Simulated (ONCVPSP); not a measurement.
## Pseudopotential generation for Be: ONCV, LDA (Perdew-Zunger), fully relativistic.

ONCVPSP 4.0.1 input, shortened (lines: element, Z, core and valence counts, functional; n l f; lmax; l rc ep ncon nbas qcut; lloc lpopt rc5 dvloc0; l nproj debl; icmod fcfact rcfact), LDA (Perdew-Zunger), fully relativistic:

```
  Be 4.00    0    2        3      upf
    1    0    2.00
    2    0    1.00
    1
    0    0.80    0.00    4    7   12.20
    1    0.80    0.04    4    8    9.60
    1    5    0.80    0.00
    0    3    0.80
    1    0    3.00
    0    0.00    0.00
```

Open shells are filled in proportion to 2j + 1.

All-electron outer shells of the reference configuration (LDA (Perdew-Zunger), scalar-relativistic, ld1.x):

| shell | level (eV) | outermost node (bohr) | outermost maximum (bohr) |
| --- | --- | --- | --- |
| 1s | -116.41 | – | 0.27 |
| 2s | -13.65 | 0.59 | 1.89 |

Q: Estimate the cutoffs (Ha) at which the residual kinetic energy of the hardest occupied pseudo-wave falls to 1 and 0.1 mHa per electron.

A: 70 Ha and 168 Ha.

Q: Does the potential have ghost states?

A: No bound ghost flagged; GHOST(+) flags only above 600 eV.

Q: Which valence shell sets the plane-wave cutoff?

A: 1s: 70 Ha for 1 mHa per electron, against 60 Ha for 2s.

Q: Tests: 1s2 2s2; 1s2 2s0; 1s2 2s1.5; 1s2 2s0 2p2. Which has the largest error in its energy relative to the reference configuration, and how large is it?

A: 1s2 2s0 2p2, with +2.2 meV (all-electron minus pseudo) on -2.45 eV.
